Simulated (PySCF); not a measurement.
F (SMILES [F-]), charge -1, singlet (in this run its highest filled SCF level lies above zero, so its values depend strongly on the basis, on diffuse functions most of all); PySCF with DF-B3LYP5/def2-SVP.

PySCF was given this input:
```python
from pyscf import gto, scf, dft

mol = gto.Mole()
mol.atom = '''
    F     0.00000000    0.00000000    0.00000000
'''
mol.basis = 'def2-svp'
mol.charge = -1
mol.verbose = 4
mol.build()

mf = dft.RKS(mol)
mf.xc = 'b3lyp5'
mf = mf.density_fit(auxbasis='def2-universal-jkfit')
mf.kernel()
```

Problem. Write the output that PySCF gives for this input, abridged.

Solution. 
```
PySCF version 2.14.0

[INPUT] verbose = 4
[INPUT] num. atoms = 1
[INPUT] num. electrons = 10
[INPUT] charge = -1
[INPUT] spin (= nelec alpha-beta = 2S) = 0
[INPUT] symmetry False subgroup None
[INPUT] Mole.unit = angstrom
[INPUT] Symbol           X                Y                Z      unit          X                Y                Z       unit  Magmom
[INPUT]  1 F      0.000000000000   0.000000000000   0.000000000000 AA    0.000000000000   0.000000000000   0.000000000000 Bohr   0.0

nuclear repulsion = 0
number of shells = 6
number of NR pGTOs = 24
number of NR cGTOs = 14
basis = def2-svp
ecp = {}

******** <class 'pyscf.df.df_jk.DFRKS'> ********
method = DFRKS
initial guess = minao
damping factor = 0
level_shift factor = 0
DIIS = <class 'pyscf.scf.diis.CDIIS'>
diis_start_cycle = 1
diis_space = 8
diis_damp = 0
SCF conv_tol = 1e-09
SCF conv_tol_grad = None
SCF max_cycles = 50
direct_scf = False
XC library pyscf.dft.libxc version 7.1.2
    S. Lehtola, C. Steigemann, M. J. T. Oliveira, and M. A. L. Marques,  SoftwareX 7, 1–5 (2018)
XC functionals = b3lyp5
    P. A. M. Dirac,  Math. Proc. Cambridge Philos. Soc. 26, 376 (1930)
    F. Bloch,  Z. Phys. 57, 545 (1929)
    A. D. Becke,  Phys. Rev. A 38, 3098 (1988)
    C. Lee, W. Yang, and R. G. Parr,  Phys. Rev. B 37, 785 (1988)
    B. Miehlich, A. Savin, H. Stoll, and H. Preuss,  Chem. Phys. Lett. 157, 200 (1989)
    S. H. Vosko, L. Wilk, and M. Nusair,  Can. J. Phys. 58, 1200 (1980)
radial grids:
    Treutler-Ahlrichs [JCP 102, 346 (1995); DOI:10.1063/1.469408] (M4) radial grids

becke partition: Becke, JCP 88, 2547 (1988); DOI:10.1063/1.454033
pruning grids: <function nwchem_prune>
grids dens level: 3
symmetrized grids: False
atomic radii adjust function: <function treutler_atomic_radii_adjust>
small_rho_cutoff = 0
Set gradient conv threshold to 3.16228e-05
Initial guess from minao.
tot grids = 14264
******** <class 'pyscf.df.df.DF'> ********
auxbasis = def2-universal-jkfit
init E= -99.4984551110959
  HOMO = -0.465980342563872  LUMO = 0.997792772664881  gap/eV = 39.83130
cycle= 1 E= -99.5221407386578  delta_E= -0.0237  |g|= 0.921  |ddm|= 0.442
  HOMO = 0.361833609977449  LUMO = 1.70684643448625  gap/eV = 36.59966
cycle= 2 E= -99.4675142018459  delta_E= 0.0546  |g|= 1.12  |ddm|= 1.09
  HOMO = 0.161220980291214  LUMO = 1.54938327106742  gap/eV = 37.77382
cycle= 3 E= -99.6510678979878  delta_E= -0.184  |g|= 0.0106  |ddm|= 0.581
  HOMO = 0.15975741230523  LUMO = 1.54910412604546  gap/eV = 37.80605
cycle= 4 E= -99.6510840252235  delta_E= -1.61e-05  |g|= 0.000276  |ddm|= 0.00564
  HOMO = 0.1597849485143  LUMO = 1.54909854288458  gap/eV = 37.80515
cycle= 5 E= -99.6510840358858  delta_E= -1.07e-08  |g|= 9.52e-06  |ddm|= 0.000151
  HOMO = 0.15978412193363  LUMO = 1.54909917061479  gap/eV = 37.80519
cycle= 6 E= -99.6510840358987  delta_E= -1.29e-11  |g|= 8.83e-08  |ddm|= 4.85e-06
  HOMO = 0.159784158091765  LUMO = 1.5490991947675  gap/eV = 37.80519
Extra cycle  E= -99.6510840358988  delta_E= -4.26e-14  |g|= 1.04e-07  |ddm|= 1.01e-07
converged SCF energy = -99.6510840358988
```
